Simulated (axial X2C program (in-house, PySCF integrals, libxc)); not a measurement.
**Photoelectron levels of Ca₂ by EOM-IP-CCSD**

Calculated with an axial X2C code built on PySCF integrals: two-component X2C with atomic mean-field Coulomb and Gaunt terms, Gaussian nuclei, basis Ca dyall-cv3z with contracted cores.

R = 4.235 Å (near the PBE0 minimum at charge 0 of the determinant lowest at the starting distance; the state shown can have its own minimum elsewhere).

Hartree–Fock spinors of Ca₂ (one of each Kramers pair; a window near the gap, which can cut inner shells):

```csv
ω,occupied,ε (eV),character
1/2,yes,-6.34,"90% Ca s, 8% Ca p"
1/2,yes,-4.54,"73% Ca s, 24% Ca p"
1/2,no,0.17,99% Ca p
3/2,no,0.18,99% Ca p
1/2,no,0.20,"83% Ca p, 17% Ca s"
1/2,no,0.81,97% Ca p
3/2,no,0.82,97% Ca p
1/2,no,1.03,"82% Ca p, 12% Ca s, 6% Ca d"
```

Vertical ionisation energies of Ca₂ to the states of Ca₂⁺:

```csv
Ω of Ca₂⁺,vertical IE (eV),above lowest (cm⁻¹),ionised spinor,one-hole weight
1/2,5.129,0,"72% Ca sσ, 24% Ca pσ",0.95
1/2,6.394,10203,90% Ca sσ,0.77
```

(1) How far does the lowest EOM-IP-CCSD energy lie from the Koopmans value −ε of the highest filled spinor?

This point took 15 s on 1 thread of Intel(R) Xeon(R) 6975P-C (Granite Rapids) (shared host).

Reference electrons by ω block (each with its −ω partner): 1/2: 16, 3/2: 4. 20 electrons of Ca₂ correlated (inner shells frozen), 82 natural virtual spinors (a truncated set); levels can be off by some tenths of an eV. Roots sought by Ω: (1/2: 4, 3/2: 3, 5/2: 1); the list ends where they run out and leaves out roots under 60 % one-particle weight. The solver can skip a root, and states that need a further excitation, which the method places far too high, are missing though they may lie low or lowest. T1 of the reference 0.013 (Lee–Taylor). Number of frozen shells: Ca 2 s, 1 p. g and u states are not told apart.

Answers

(1) 5.129 eV against 4.54 eV, a shift of 0.59 eV: relaxation of the final state lowers the energy and the loss of correlation raises it.
